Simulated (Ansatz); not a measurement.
Isolated molecules relaxed with PBE0-D4/def2-TZVP in Ansatz; ΔE leaves out vibrations. CCSD(T)/CBS adds triple-zeta CCSD(T) − MP2 to the extrapolated MP2 energy (def2 sets, frozen cores). DFT in def2-TZVPP. B3LYP here is the variant with VWN-RPA as its local correlation; programs differ in this. One conformer a species, not always the lowest.

Reaction (redistribution): `C=C[SiH2][SiH](O)O` + `F[SiH](F)[AlH2]` → `O[SiH](O)[SiH](F)F` + `C=C[SiH2][AlH2]`

```tsv
level	ΔE (kJ/mol)	difference from CCSD(T)/CBS
PBE-D4	-0.1	0.0
PBE0-D4	-1.1	-1.0
B3LYP-D4	0.1	0.2
ωB97X-V	1.1	1.2
ωB97M-V	1.7	1.8
B2PLYP	-1.3	-1.2
PBE	-2.0	-1.9
r2SCAN	-3.2	-3.1
PBE0	-2.8	-2.7
HF/def2-TZVPP	-4.8	-4.7
MP2/def2-TZVPP	0.3	0.4
CCSD/def2-TZVPP	-0.5	-0.4
HF/def2-QZVPP	-5.0	-4.9
SCS-MP2/def2-QZVPP	-0.3	-0.2
HF/CBS(def2)	-5.0	-4.9
MP2/CBS(def2)	-0.1	0.0
CCSD(T)/CBS	-0.1	0
```

Largest T1 diagnostic among the species: 0.013.

In def2-TZVPP, CCSD(T) changes the Hartree–Fock value by +5.1 kJ/mol (the triples alone add +0.9 kJ/mol) and MP2 by +5.1 kJ/mol.
